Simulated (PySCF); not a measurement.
BH7OSi2. Atoms are numbered in the order given.

```xyz
11

B     -0.3604    -0.3253     0.0590
O     -1.3410    -1.2424     0.2354
H     -2.1631    -1.0469    -0.2378
Si    -0.6231     1.3332    -1.1104
H      0.3923     1.3803    -2.2073
H     -0.4693     2.5815    -0.3012
H     -1.9868     1.3539    -1.7386
Si     1.4141    -0.6579     1.0090
H      1.7651     0.5216     1.8621
H      2.5081    -0.7977    -0.0044
H      1.4099    -1.8798     1.8698
```
Charge 0, spin multiplicity 1.

The structure is a stationary point at B3LYP-D3(BJ)/def2-SVP. The structure was generated by enumeration, and PubChem lists no compound with its InChIKey, so it may never have been made. Other conformers were not sampled.

All values below come from PBE/def2-TZVP (PySCF).

ESP charges are fitted to the potential on shells at 1.4 to 2.0 van der Waals radii. Atomic charges (e):

| atom | Löwdin | ESP fit | IAO | Mulliken |
|---|---|---|---|---|
| B1 | -0.87 | (withheld) | -0.07 | 0.21 |
| O2 | 0.24 | -0.55 | -0.44 | -0.29 |
| H3 | 0.21 | (withheld) | 0.37 | 0.32 |
| Si4 | 0.25 | -0.08 | 0.33 | -0.07 |
| H5 | -0.01 | (withheld) | -0.08 | -0.01 |
| H6 | -0.01 | (withheld) | -0.08 | -0.01 |
| H7 | -0.02 | (withheld) | -0.10 | -0.03 |
| Si8 | 0.27 | 0.02 | 0.36 | -0.04 |
| H9 | -0.01 | (withheld) | -0.09 | -0.02 |
| H10 | -0.01 | (withheld) | -0.09 | -0.02 |
| H11 | -0.02 | (withheld) | -0.09 | -0.02 |

Fill in the missing entries. (An estimate is asked for; the answer gives what the named calculation found.)


- B1, ESP fit: 0.36
- H3, ESP fit: 0.41
- H5, ESP fit: -0.01
- H6, ESP fit: -0.01
- H7, ESP fit: -0.04
- H9, ESP fit: -0.04
- H10, ESP fit: -0.04
- H11, ESP fit: -0.02

Computed Mayer and Wiberg (Löwdin basis) orders of the bonds:
```tsv
bond	Mayer	Wiberg
B1–O2	1.46	2.11
O2–H3	0.86	0.93
B1–Si4	0.92	1.17
Si4–H5	0.94	0.93
Si4–H6	0.94	0.93
Si4–H7	0.94	0.93
B1–Si8	0.92	1.16
Si8–H9	0.94	0.93
Si8–H10	0.94	0.93
Si8–H11	0.94	0.94
```
